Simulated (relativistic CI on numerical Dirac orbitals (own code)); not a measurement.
Computed by Dirac-Coulomb-Breit CI, KLI orbitals optimised for each configuration, a model potential for QED, unscaled Slater integrals (own radial code, finite nucleus).

The strongest absorption lines from the ground level of an ion, among the configurations computed and to levels below about 1050 eV (vacuum wavelength in Å, gf): 17.883 (0.63), 18.460 (1.4), 18.582 (0.023), 20.572 (0.13), 21.368 (0.23), 72.646 (1.7), 91.631 (0.11), 109.54 (0.00025).

(1) Which ion is it?
A. Mo²²⁺
B. Zr²²⁺
C. Pd²⁸⁺
D. Mo²⁴⁺

Answers

(1) D. Mo²⁴⁺ has 18 electrons and the ground level 3s2 3p6 1S_0; the strongest line goes to 3s2 3p5 3d 1P°_1. The pattern of lines fixes the number of electrons, and along that sequence the line energies rise steadily with the charge (about as its square where n changes within one kind of shell, about linearly where n is kept but much faster in heavy ions where fine structure, which grows about as Z⁴, sets the gap, and irregularly where shells cross), which fixes Z. Configurations outside the model, such as inner-shell arrays, can give stronger lines. At this charge energies of transitions that change n are usually good to better than 1 %, and those within a shell (Δn = 0) to a few per cent.

LS names give the leading component of a level, which can be under half, so a name can repeat, a term be missing and a line seem to break the LS rules.
